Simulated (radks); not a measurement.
Results of a calculation; reference values are marked as such.
Isoelectronic series with 70 electrons, each ion in its NIST ground configuration. Level of theory: Dirac Kohn-Sham, PBE, spin-unpolarised, spherical densities, point nucleus; open shells are shared between the two j in proportion to 2j + 1 (a radial shooting solver on a logarithmic mesh with Libxc functionals). Total energies (hartree) and mean radii <r> (bohr) (* marks an orbital that is empty in some or all of the ions):

| ion | configuration | E (hartree) | 4f7/2 | 4f5/2 | 6s1/2* | 5p3/2 |
|---|---|---|---|---|---|---|
| Yb | [Xe] 4f14 6s2 | -14075.9597 | 0.8043 | 0.7780 | 3.925 | 1.489 |
| Lu+ | [Xe] 4f14 6s2 | -14580.8950 | 0.7287 | 0.7133 | 3.267 | 1.419 |
| Hf2+ | [Xe] 4f14 5d2 | -15096.8704 | 0.6826 | 0.6700 | 3.006 | 1.372 |
| Ta3+ | [Xe] 4f14 5d2 | -15624.1670 | 0.6425 | 0.6319 | 2.694 | 1.309 |
| W4+ | [Xe] 4f14 5d2 | -16162.6718 | 0.6092 | 0.6000 | 2.459 | 1.250 |
| Re5+ | [Xe] 4f14 5d2 | -16712.4631 | 0.5808 | 0.5725 | 2.275 | 1.197 |
| Os6+ | [Xe] 4f14 5d2 | -17273.6327 | 0.5560 | 0.5483 | 2.123 | 1.149 |
| Ir7+ | [Xe] 4f14 5d2 | -17846.2823 | 0.5340 | 0.5268 | 1.996 | 1.105 |
| Pt8+ | [Xe] 4f14 5d2 | -18430.5222 | 0.5141 | 0.5073 | 1.886 | 1.065 |
| Au9+ | [Xe] 4f14 5d2 | -19026.4706 | 0.4962 | 0.4897 | 1.791 | 1.028 |
| Hg10+ | [Xe] 4f14 5d2 | -19634.2532 | 0.4798 | 0.4735 | 1.707 | 0.9932 |
| Tl11+ | [Xe] 4f14 5d2 | -20254.0031 | 0.4647 | 0.4586 | 1.631 | 0.9614 |
| Pb12+ | [Xe] 4f14 5d2 | -20885.8609 | 0.4507 | 0.4448 | 1.563 | 0.9317 |
| Bi13+ | [Xe] 4f14 5d2 | -21529.9748 | 0.4377 | 0.4320 | 1.502 | 0.9041 |

4f7/2 drops below 6s1/2 between Yb and Lu+. 4f7/2 drops below 5p3/2 between Re5+ and Os6+. 4f5/2 drops below 6s1/2 between Yb and Lu+. 4f5/2 drops below 5p3/2 between W4+ and Re5+.
